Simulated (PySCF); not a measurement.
Species: C4H6F2Se.
Cartesian coordinates in Å at the PBE0-D3(BJ)/def2-SVP level; atoms count from 1:
```
atom  x, y, z in Å
F1    -1.5388   -1.9351   -0.6955
C2    -1.6356   -0.6510   -0.2711
F3    -2.6593   -0.0739   -0.9355
C4    -0.3510    0.0680   -0.5675
C5     0.8754   -0.3581    0.2482
C6     1.4612    1.0222    0.5674
Se7   -0.2445    1.9176    0.1177
H8    -1.8763   -0.6559    0.8072
H9    -0.1876    0.0509   -1.6559
H10    1.5547   -1.0446   -0.2802
H11    0.5543   -0.8587    1.1753
H12    1.7902    1.1808    1.6026
H13    2.2526    1.3429   -0.1238
```

The calculation used core-valence-separated Tamm–Dancoff BHandHLYP/aug-pcX-1 (pcseg-1 on H, def2-SVPD on Se) in PySCF, non-relativistic, gas phase, PBE0-D3(BJ)/def2-SVP geometry. BHandHLYP without relativity tends to put these K edges a few eV too low, so spacings mean more than positions.

(1) Give energies, oscillator strengths and core holes at the C K edge.

(2) What does the F 1s absorption edge look like?

## Answers

(1) 
```json
{"E (eV)": "284.13", "f": "0.0490", "core hole on": "C6", "main final orbital": "LUMO (51 %)"}
{"E (eV)": "284.25", "f": "0.0528", "core hole on": "C4", "main final orbital": "LUMO (52 %)"}
{"E (eV)": "285.46", "f": "0.0098", "core hole on": "C5", "main final orbital": "LUMO (86 %)"}
{"E (eV)": "286.18", "f": "0.0114", "core hole on": "C5", "main final orbital": "LUMO+1 (76 %)"}
{"E (eV)": "286.43", "f": "0.0271", "core hole on": "C5", "main final orbital": "LUMO+3 (30 %)"}
{"E (eV)": "286.44", "f": "0.0111", "core hole on": "C6", "main final orbital": "LUMO (39 %)"}
{"E (eV)": "286.56", "f": "0.0155", "core hole on": "C6", "main final orbital": "LUMO+1 (64 %)"}
{"E (eV)": "286.77", "f": "0.0158", "core hole on": "C4", "main final orbital": "LUMO+1 (34 %)"}
{"E (eV)": "286.81", "f": "0.0115", "core hole on": "C5", "main final orbital": "spread"}
{"E (eV)": "286.89", "f": "0.0271", "core hole on": "C6", "main final orbital": "LUMO+3 (31 %)"}
{"E (eV)": "286.93", "f": "0.0223", "core hole on": "C4", "main final orbital": "LUMO+3 (56 %)"}
{"E (eV)": "287.63", "f": "0.0029", "core hole on": "C5", "main final orbital": "LUMO+4 (47 %)"}
{"E (eV)": "287.92", "f": "0.0006", "core hole on": "C4", "main final orbital": "LUMO+2 (59 %)"}
{"E (eV)": "288.08", "f": "0.0009", "core hole on": "C5", "main final orbital": "LUMO+6 (59 %)"}
{"E (eV)": "288.16", "f": "0.0029", "core hole on": "C6", "main final orbital": "LUMO+6 (66 %)"}
{"E (eV)": "288.20", "f": "0.0024", "core hole on": "C6", "main final orbital": "LUMO+4 (55 %)"}
{"E (eV)": "288.34", "f": "0.0028", "core hole on": "C4", "main final orbital": "LUMO+4 (40 %)"}
{"E (eV)": "288.35", "f": "0.0006", "core hole on": "C5", "main final orbital": "LUMO+5 (57 %)"}
```

The first line with a tenth or more of the strongest one's intensity is at 284.13 eV (f = 0.049), with the hole on C6 (sp3 carbon bound to selenium). The strongest listed is at 284.25 eV (f = 0.053; C4).

(2) 
```tsv
E (eV)	f	core hole on	main final orbital
685.99	0.0200	F1	LUMO (31 %)
686.42	0.0186	F3	spread
686.64	0.0082	F3	LUMO (69 %)
687.27	0.0143	F1	spread
687.38	0.0013	F1	LUMO (47 %)
687.54	0.0030	F3	LUMO+5 (36 %)
687.64	0.0063	F1	spread
687.84	0.0118	F3	LUMO+2 (30 %)
687.86	0.0024	F1	spread
687.90	0.0016	F3	LUMO+3 (33 %)
```

The first line with a tenth or more of the strongest one's intensity is at 685.99 eV (f = 0.020), with the hole on F1 (fluorine of a CF2 group). It is also the strongest listed.

Roots within 0.03 eV whose holes lie on the same, on equivalent or on shared atoms are summed into one line, and the highest roots are left out, as the search may have cut off their partners. Final orbitals are the ground state's empty Kohn–Sham orbitals.

Problem. What are the wavelength and the wavenumber of the 286.56 eV line?

Solution. λ = 12398.42 eV Å/286.56 eV = 43.266 Å; 2.3113 × 10⁶ cm⁻¹.

Only the lowest roots of each edge were sought. Relativistic effects, spin–orbit coupling among them, are left out although an element past zinc is present.

Cost: about 50 s of CPU time on one thread; the machine was shared, so the figure is rough.

One conformer stands for the species.
